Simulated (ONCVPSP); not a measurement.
## nitrogen (N), ONCV: configuration errors across variants

| Item | Value |
| --- | --- |
| Element | N (Z = 7) |
| Generator | ONCVPSP 4.0.1 |
| Type | optimised norm-conserving Vanderbilt (ONCV) |
| Functional | LDA (Perdew-Zunger) |
| Relativity | scalar-relativistic |
| Frozen core | [He] |
| Valence charge | 5 |
| Reference configuration | 2s1.5 2p3.5 |
| Partial waves | 2s: rc 0.75 bohr, ncon 4, nbas 7, qcut 8.9 1/bohr, local; 2p: rc 1.25 bohr, ncon 4, nbas 8, qcut 7.2 1/bohr, 2 projectors, debl 2.2 Ha; d scattering state at 0.06 Ha: rc 1.05 bohr, ncon 3, nbas 7, qcut 8.3 1/bohr, 2 projectors, debl 2.3 Ha |
| Local potential | the s channel |
| Core correction | none |

All-electron excitation energies from the reference (eV): (1) 2s2 2p3 -5.596; (2) 2s2 2p2 8.136; (3) 2s2 2p1 37.105; (4) 2s1 2p4 5.608.

4 further variants failed, have other tests or too few solved ones, and are left out.

Errors AE − PS in meV (a dash: test not solved or not reliable):

```tsv
change	(1)	(2)	(3)	(4)	bound ghosts	GHOST(+) flags above zero
base	+3.0	+30	+172	+3.1	none	none
s: rc 0.72	+3.1	+30	+174	+3.2	none	none
s: rc 0.78	+3.0	+29	+171	+3.0	none	none
s: rc 0.9	+3.0	+29	+168	+2.9	none	none
s: rc 0.98	+3.1	+29	+170	+2.9	none	none
s: rc 1.04	+3.1	+30	+172	+2.9	none	none
```

Q: Give the same row for: s: rc 0.82.

A: +3.0, +29, +169, +2.9; bound ghosts: none; GHOST(+) flags above zero: none.
